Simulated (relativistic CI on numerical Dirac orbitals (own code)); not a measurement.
**Lu⁴⁺: 4d photoemission**

Computed with this model: Dirac-Coulomb-Breit CI, KLI orbitals optimised for each configuration, model QED, valence Slater integrals scaled by 0.9, multiplet model of photoemission in the sudden approximation; configurations [Xe] 4f13 → [Kr] 4d9 4f13 5s2 5p6; 300 K; Lorentzian 1 eV and Gaussian 0.6 eV FWHM. Energies are those of the free ion, without screening or charge transfer. The energies are binding energies and can lie tens of eV above those of solids. S is read from ⟨S²⟩ = S(S + 1).

free ion: ground-state S = 0.50, centroid 262.19 eV. Peaks (eV, height): 252.0 (84), 253.0 (64), 256.4 (48), 262.4 (100), 264.6 (21), 268.6 (53), 269.4 (48), 270.8 (37), 273.4 (8), 276.6 (47).

Strongest unbroadened transitions for free ion:

```csv
Energy (eV),Relative strength
251.91,100.0
253.15,63.0
256.23,24.5
256.37,25.8
257.05,16.1
257.47,11.6
260.97,12.7
262.26,83.8
262.60,48.3
262.63,4.1
263.35,1.4
264.75,17.1
268.44,57.9
269.57,43.3
270.88,37.9
273.49,4.5
276.68,60.9
276.87,2.0
```
